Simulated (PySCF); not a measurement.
Predicted microwave data (PBE0/pcSseg-1 in PySCF (dipole) on a GFN2-xTB geometry, gas phase) for one isomer of C6H7F3P2:

| Property | Result |
| --- | --- |
| Rotational constants | A = 840.5, B = 564.1, C = 364.6 MHz |
| Dipole components | \|μa\| = 1.33 D, \|μb\| = 0.65 D, \|μc\| = 0.14 D |
| Inertial defect | -110.95 u·Å² |
| κ | -0.16 |

**Question.** Which candidate fits, each taken in the one conformer that was computed?
A. `[CH:1]#[C:2][CH2:3][P:4]([CH2:5][PH2:6])[C:7]([F:8])=[C:9]([F:10])[F:11]` with C2–C3–P4–C5 71°, C3–P4–C5–P6 -179°, P4–C5–P6–H -45° and 47°, C3–P4–C7–F8 -99°
B. `[CH3:1][CH2:2][P:3]([C:4]#[C:5][PH2:6])[C:7]([F:8])=[C:9]([F:10])[F:11]` with C1–C2–P3–C4 -70°, C2–P3–C7–F8 -38°

**Answer.** B. It is CCP(C#CP)C(F)=C(F)F, an asymmetric top, point group C1. The candidates at the same level (rigid rotor, commonest isotopes):

| SMILES | A (MHz) | B (MHz) | C (MHz) | μa (D) | μb (D) | μc (D) | Δ (u·Å²) | point group | rotor |
| --- | --- | --- | --- | --- | --- | --- | --- | --- | --- |
| C#CCP(CP)C(F)=C(F)F | 870.3 | 602.6 | 401.1 | 0.63 | 0.98 | 0.39 | -159.35 | C1 | asymmetric top |
| CCP(C#CP)C(F)=C(F)F | 840.5 | 564.1 | 364.6 | 1.33 | 0.65 | 0.14 | -110.95 | C1 | asymmetric top |

`C#CCP(CP)C(F)=C(F)F` has C 10 % too high. No structure here is proved a minimum.
